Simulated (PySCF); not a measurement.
In(H)(Vi)(OH), SMILES C=[CH][InH][OH], PBE0/def2-SVP optimised geometry.

```
9

In    -0.22    -1.24     0.00
H     -0.86    -2.83     0.00
C     -1.09     0.72     0.00
C     -0.34     1.82     0.01
H     -2.18     0.83    -0.01
H     -0.78     2.83     0.01
H      0.75     1.79     0.02
O      1.79    -1.24     0.00
H      2.18    -0.36     0.00
```

Density from PySCF with PBE0/def2-TZVP, def2 effective core potentials past Kr at that geometry. The core electrons that the potentials of In replace are not part of the density.

Minimum of the electron density along straight lines between bonded atoms, close to the bond critical point (lines longer than 1.1 times the sum of covalent radii, or with two minima, are not listed):

```json
[
 {"bond": "In1–H2", "length / Å": "1.715", "ρ at the minimum / e bohr⁻³": "0.107", "∇²ρ there / e bohr⁻⁵": "0.10", "position (fraction from the first atom)": "0.64"},
 {"bond": "In1–C3", "length / Å": "2.144", "ρ at the minimum / e bohr⁻³": "0.102", "∇²ρ there / e bohr⁻⁵": "___", "position (fraction from the first atom)": "0.51"},
 {"bond": "C3–C4", "length / Å": "1.338", "ρ at the minimum / e bohr⁻³": "0.346", "∇²ρ there / e bohr⁻⁵": "___", "position (fraction from the first atom)": "0.49"},
 {"bond": "C3–H5", "length / Å": "1.097", "ρ at the minimum / e bohr⁻³": "0.274", "∇²ρ there / e bohr⁻⁵": "-0.94", "position (fraction from the first atom)": "0.65"},
 {"bond": "C4–H6", "length / Å": "1.098", "ρ at the minimum / e bohr⁻³": "0.276", "∇²ρ there / e bohr⁻⁵": "-0.96", "position (fraction from the first atom)": "0.65"},
 {"bond": "C4–H7", "length / Å": "1.097", "ρ at the minimum / e bohr⁻³": "0.277", "∇²ρ there / e bohr⁻⁵": "-0.96", "position (fraction from the first atom)": "0.65"},
 {"bond": "In1–O8", "length / Å": "2.008", "ρ at the minimum / e bohr⁻³": "0.109", "∇²ρ there / e bohr⁻⁵": "0.48", "position (fraction from the first atom)": "0.52"},
 {"bond": "O8–H9", "length / Å": "0.963", "ρ at the minimum / e bohr⁻³": "0.358", "∇²ρ there / e bohr⁻⁵": "___", "position (fraction from the first atom)": "0.80"}
]
```

### Question
What belongs in the gaps?

### Answer

- In1–C3, ∇²ρ there / e bohr⁻⁵: 0.17
- C3–C4, ∇²ρ there / e bohr⁻⁵: -1.04
- O8–H9, ∇²ρ there / e bohr⁻⁵: -2.35
